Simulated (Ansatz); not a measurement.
`C[S][Ti]([F])([F])[Cl]` + H₂Se → `[F][Ti]([F])([Cl])[SeH]` + CH₃SH at 500 K and 1 bar (ligand exchange at a Ti–S bond).

Calculated with Ansatz (gas phase, PBE0-D4/def2-TZVP geometries, no zero-point term in ΔE). CBS: MP2 limit from def2 TZ/QZ plus the TZ coupled-cluster correction, frozen cores. This one scheme is used for every species. For Se, Ti outer-core shells are correlated without core-valence functions, which leaves a few kJ/mol of doubt a bond. Scalar relativity is left out up to krypton. Each species was taken in one conformer, which may not be the lowest.

```
                  species  CCSD(T)/CBS energy (Eh)  H − E (kJ/mol)  S (J/(mol·K))
 `C[S][Ti]([F])([F])[Cl]`              -1946.16025           172.6          479.0
                     H₂Se              -2401.89790            53.1          237.8
`[F][Ti]([F])([Cl])[SeH]`              -3909.82967            82.1          437.5
                    CH₃SH               -438.22835           145.1          283.7
```

H − E and S are ideal-gas, rigid-rotor, harmonic terms from PBE0-D4/def2-TZVP, for one conformer and one mirror image of each species. 1 Eh = 2625.50 kJ/mol, R = 8.31446 J/(mol·K).

By hand: ΔE, ΔH, ΔS and ΔG.

ΔE = (-3909.82967) + (-438.22835) − (-1946.16025) − (-2401.89790) = 0.00013 Eh = 0.3 kJ/mol. Δ(H − E) = 82.1 + 145.1 − 172.6 − 53.1 = 1.5, so ΔH = 1.8 kJ/mol. ΔS = 437.5 + 283.7 − 479.0 − 237.8 = 4.4 J/(mol·K). ΔG = 1.8 − 500 × (4.4)/1000 = -0.4 kJ/mol.

By hand: the equilibrium constant, and the temperature at which ΔG would vanish if ΔH and ΔS stayed fixed.

log₁₀ K = −ΔG/(RT ln 10) = 0.0. ΔG = 0 at ΔH/ΔS = 409 K, though so small a ΔH makes that figure unsure.

TΔS isn't small against ΔH here. The sign of ΔG lies within the doubt. A doubt of 5 kJ/mol in ΔE shifts log₁₀ K by 0.5 here. Other conformers and mirror images would add mixing entropy, several J/(mol·K) or more a flexible species. Modes under 60 cm⁻¹, often nearly free rotors, make the harmonic entropy too high. These are equilibria of isolated gas molecules and say nothing of rates. Largest T1 diagnostic: 0.025 (customary marks: 0.02 for closed shells, 0.045 for open ones).
